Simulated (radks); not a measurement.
Question: The mean radii <r> (bohr) of the occupied orbitals of an atom or ion are listed with their occupations. Calculated with a radial shooting solver on a logarithmic mesh with Libxc functionals: scalar-relativistic Kohn-Sham, PBE, spin-unpolarised, spherical densities, point nucleus.

| orbital | occ. | <r> |
|---|---|---|
| 1s | 2 | 0.01658 |
| 2s | 2 | 0.06991 |
| 2p | 6 | 0.06328 |
| 3s | 2 | 0.1806 |
| 3p | 6 | 0.1821 |
| 3d | 10 | 0.1650 |
| 4s | 2 | 0.3992 |
| 4p | 6 | 0.4254 |
| 4d | 10 | 0.4489 |
| 5s | 2 | 0.9014 |
| 4f | 14 | 0.4825 |
| 5p | 6 | 1.040 |
| 5d | 10 | 1.499 |
| 6s | 2 | 2.697 |

Name the element and its charge.

Answer: Z = 80, mercury, charge 0: Hg in [Hg]. The 1s radius gives Z: for a bare nucleus <r> = (2 gamma + 1)/(2Z) with gamma = sqrt(1 - (Z/c)^2), 0.0164 bohr for Z = 80, and screening makes it slightly larger (0.01658 here). The occupations add up to 80, and the charge is Z minus that.
